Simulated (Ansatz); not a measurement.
`FC([SiH3])[TeH]` + `[SiH3][AlH][SH]` → `[SiH3][AlH][S][SiH3]` + `FC[TeH]` at 400 K and 1 bar (ligand exchange at the Si–C bond).

Program: Ansatz. Geometries: PBE0-D4/def2-TZVP. ΔE: electronic, gas phase. CBS: MP2 limit from def2 TZ/QZ plus the TZ coupled-cluster correction, frozen cores. def2 core potentials past Kr. For Te outer-core shells are correlated without core-valence functions, which leaves a few kJ/mol of doubt a bond. One conformer a species, not always the lowest.

```csv
species,CCSD(T)/CBS energy (Eh),H − E (kJ/mol),S (J/(mol·K))
`FC([SiH3])[TeH]`,-697.62294,164.6,382.3
`[SiH3][AlH][SH]`,-931.90162,137.9,373.0
`[SiH3][AlH][S][SiH3]`,-1222.20542,195.2,432.2
`FC[TeH]`,-407.34762,116.2,316.8
```

H − E and S are ideal-gas, rigid-rotor, harmonic terms from PBE0-D4/def2-TZVP, for one conformer and one mirror image of each species. 1 Eh = 2625.50 kJ/mol, R = 8.31446 J/(mol·K).

Q: By hand: ΔE, ΔH, ΔS and ΔG.

A: ΔE = (-1222.20542) + (-407.34762) − (-697.62294) − (-931.90162) = -0.02848 Eh = -74.8 kJ/mol. Δ(H − E) = 195.2 + 116.2 − 164.6 − 137.9 = 8.9, so ΔH = -65.9 kJ/mol. ΔS = 432.2 + 316.8 − 382.3 − 373.0 = -6.3 J/(mol·K). ΔG = -65.9 − 400 × (-6.3)/1000 = -63.4 kJ/mol.

Q: By hand: the equilibrium constant, and the temperature at which ΔG would vanish if ΔH and ΔS stayed fixed.

A: log₁₀ K = −ΔG/(RT ln 10) = 8.3. ΔG = 0 at ΔH/ΔS = 10460 K, far beyond where these terms or the molecules hold.

The number of gas molecules stays the same, so ΔS is small and ΔH decides. A doubt of 5 kJ/mol in ΔE shifts log₁₀ K by 0.7 here. Other conformers and mirror images would add mixing entropy, several J/(mol·K) or more a flexible species. Modes under 60 cm⁻¹, often nearly free rotors, make the harmonic entropy too high. These are equilibria of isolated gas molecules and say nothing of rates. Largest T1 diagnostic: 0.013 (customary marks: 0.02 for closed shells, 0.045 for open ones).
